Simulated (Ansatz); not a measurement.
Two isomers of CH8ClNSi2: A = `[SiH3]NC[SiH2]Cl`, B = `C[SiH2]N[SiH2]Cl`.

Isolated molecules relaxed with PBE0-D4/def2-TZVP in Ansatz; ΔE leaves out vibrations. CCSD(T)/CBS is the MP2 limit (def2-TZVPP, def2-QZVPP) plus CCSD(T) − MP2 in def2-TZVPP, frozen cores. DFT in def2-TZVPP. B3LYP here is the variant with VWN-RPA as its local correlation; programs differ in this. One conformer a species, not always the lowest.

Task: Which is lower in electronic energy at CCSD(T)/CBS, and by how much? (Best estimate.)

Result: Ansatz gave: B, by 40.3 kcal/mol.

Task: Give E(B) − E(A) in kcal/mol with CCSD(T)/def2-SVP, CCSD/def2-TZVPP, ωB97M-V, B3LYP-D4, MP2/def2-TZVPP, PBE-D4, BLYP-D4. (An estimate is asked.)

Result: Computed: CCSD(T)/def2-SVP -35.0, CCSD/def2-TZVPP -39.7, ωB97M-V -39.9, B3LYP-D4 -39.0, MP2/def2-TZVPP -41.0, PBE-D4 -37.5, BLYP-D4 -38.0. None reverses the order clearly.

Task: Does the order hold for the free energy at 298.15 K (harmonic terms from PBE0-D4)? (Estimate.)

Result: Ansatz gave: Yes: G(B) − G(A) = -39.4 kcal/mol, for one conformer each. Modes under 60 cm⁻¹, often nearly free rotors, make the harmonic entropy too high.

Largest T1 diagnostic: 0.010.

Leaving LDA and LC-ωPBE aside and taking each functional with its dispersion term where it has one, the values, not all of them listed here, spread over 3.8 kcal/mol, from B97M-V to revPBE-D4. From PBE to PBE0 (25 % exact exchange), in def2-TZVPP and without D4, E(B) − E(A) moves by −1.2 kcal/mol.
